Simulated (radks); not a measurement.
Neutral platinum inside a hard spherical wall (all orbitals vanish at R), configuration held at [Xe] 4f14 5d9 6s1 and not refilled when levels cross. Calculated with a radial shooting solver on a logarithmic mesh with Libxc functionals: scalar-relativistic Kohn-Sham, PBE, spin-polarised, spherical densities, point nucleus; open shells are filled with parallel spins first (spin-orbit coupling, left out, can overturn this in heavy ions). Eigenvalues in eV for spin up, with the zero of energy where the potential of the charges vanishes at infinity; a dash marks a level that is unbound or too diffuse for the functional's potential to be trusted. A positive occupied level is held by the wall or, in an anion where self-interaction has pushed it up, behind a barrier. The pressure on the wall is -dE/dV.

| R (bohr) | E (hartree) | kinetic (hartree) | e(4f) | e(5p) | e(5d) | e(6s) | e(6p, empty) | e(7s, empty) | pressure (GPa) |
|---|---|---|---|---|---|---|---|---|---|
| free | -18413.5333 | 20541.764 | -70.068 | -56.238 | -6.509 | -6.087 | -1.089 | - | 0 |
| 20 | -18413.5333 | 20541.764 | -70.068 | -56.238 | -6.509 | -6.087 | -1.089 | - | < 0.0001 |
| 15 | -18413.5333 | 20541.764 | -70.068 | -56.238 | -6.509 | -6.087 | -1.083 | 0.264 | < 0.0001 |
| 10 | -18413.5332 | 20541.765 | -70.058 | -56.228 | -6.500 | -6.078 | -0.949 | 1.547 | 0.00329 |
| 8 | -18413.5318 | 20541.778 | -69.977 | -56.147 | -6.426 | -6.003 | -0.576 | 3.777 | 0.0708 |
| 7 | -18413.5278 | 20541.811 | -69.806 | -55.979 | -6.275 | -5.840 | -0.071 | 6.255 | 0.343 |
| 6 | -18413.5127 | 20541.913 | -69.333 | -55.523 | -5.868 | -5.370 | 1.020 | 10.905 | 1.79 |
| 2 | -18399.5928 | 20596.184 | -7.152 | -2.815 | 55.994 | 117.65 | 157.65 | 366.37 | 19800 |
| 1.5 | -18359.8619 | 20734.229 | 68.163 | 78.338 | 157.88 | 344.87 | 410.95 | 843.54 | 168000 |
